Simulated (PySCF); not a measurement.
Spin states and ions at one geometry of BiI3

PySCF 2.14.0, RKS r2SCAN, Bi def2-SVP with ECP60, I def2-SVP with ECP28; non-relativistic Hamiltonian with scalar-relativistic core potentials where named; density fitting; no spin-orbit coupling; singlets restricted, open shells unrestricted. The geometry is relaxed for charge 0, singlet, vacuum:

```xyz
4

Bi    0.0030    0.9385    0.0000
I    -1.2578   -0.3713    2.1775
I    -1.2578   -0.3713   -2.1775
I     2.5191   -0.3575    0.0000
```

Energies count from the relaxed state; an electron taken off or put on is at rest in vacuum. Charges and spins are Mulliken's.

```csv
state,energy (eV),spin squared,charge on Bi1 (e),spin on Bi1 (e),dipole about the centre of mass (D)
"charge 0, singlet, vacuum",0.00,0.00,0.56,0.00,2.83
"charge +1, doublet, vacuum",9.05,0.75,0.64,-0.08,1.47
"charge -1, doublet, vacuum",-1.68,0.75,0.30,0.72,2.42
```

Q: What does the state charge 0, triplet, vacuum give?

A: energy (eV) 2.91, spin squared 2.01, charge on Bi1 (e) 0.36, spin on Bi1 (e) 0.72, dipole about the centre of mass (D) 1.05.

With an electron taken off (doublet) the charges change, summed by element, by Bi +0.08 e, I +0.92 e. The vertical ionisation energy is 9.05 eV, against −ε(HOMO) = 6.76 eV of the relaxed state. The level lies 2.3 eV too high, as is usual for semilocal functionals and global hybrids, which keep a self-interaction error.

With an electron put on (doublet) the charges change, summed by element, by Bi -0.26 e, I -0.74 e. The vertical electron affinity is 1.68 eV, against −ε(LUMO) = 3.77 eV of the relaxed state. The basis has no diffuse functions, which an added electron needs. The added electron's level lies above zero.

Open shells may have lower solutions than those found. Hard to converge, so the more doubtful: charge 0, triplet, vacuum; charge +1, doublet, vacuum.

No frequency check is given that shows the relaxed geometry to be a minimum.
